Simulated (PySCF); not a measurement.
**Unknown compound**

The spectra below were simulated for a compound C4H9O2PSi.

$^{1}$H NMR (400 MHz, computed): δ 7.81 (m, 1H), 5.53 (m, 2H), 5.49 (d, 1H), 2.13 (s, 3H), 1.17 (m, 2H).

$^{13}$C{$^{1}$H} NMR (computed): δ 197.2 (C), 166.8 (CH), 110.3 (CH), 33.4 (CH3).

[PySCF 2.14.0 with density-fitted response routines: shielding tensors at PBE0/pcSseg-1 (GIAO); coordinates at the GFN2-xTB level; no solvent model; a single conformation; relativity neglected; rapidly exchanging positions averaged]

References, each an isolated molecule treated in the same way: $^{1}$H, $^{13}$C vs TMS.

Q: Which of these isomers gave the spectra?
A. C=CCC(=O)O[SiH2]P
B. C=CP([SiH3])C(=O)OC
C. CC(=O)/C=C/O[SiH2]P

A: C. 

1. 4 carbon signals for 4 carbons: no two carbons are equivalent.
2. Carbon types of the structure: 1 × C, 2 × CH, 1 × CH3, leaving 4 H on heteroatoms.
3. δC 197.2: ketone carbonyl carbon; the double bond to the heteroatom, with no lone-pair donor beside it, deshields it most.
4. δC 166.8: alkene carbon bearing oxygen; an sp2 carbon further deshielded by the attached heteroatom.
5. δC 110.3: β carbon of an enol-ether or enamine type C=C; the O or N lone pair pushes π density onto this β carbon and shields it.
6. δC 33.4: methyl carbon α to a carbonyl; the adjacent C=O deshields it moderately.
7. δH 5.49: hydrogen on a β carbon of an enol-ether or enamine type C=C; olefinic region.

The others: C=CP([SiH3])C(=O)OC has carbons computed at 187.8, 142.4, 132.5, 53.4, with a different DEPT pattern; C=CCC(=O)O[SiH2]P would give 6 signals for carbon-bound and other non-exchanging H, not 5.

Splittings by $^{31}$P in the carbon and heteronuclear signals aren't shown, as no couplings were computed. Shifts are as computed. Against solution values, carbons near 30 ppm lie about +3 ppm off and those near 130 ppm about +5 ppm. Of 1309 compounds with measured shifts, 239 miss one by over three times the rms of a fit or turn the order of signals round; such compounds aren't used in these exercises. No couplings were computed; multiplicities are counted from neighbouring protons, with m where these are inequivalent, close in shift, in a saturated or five-membered ring or joined by F or P, and br s for small geminal =CH2 splittings.
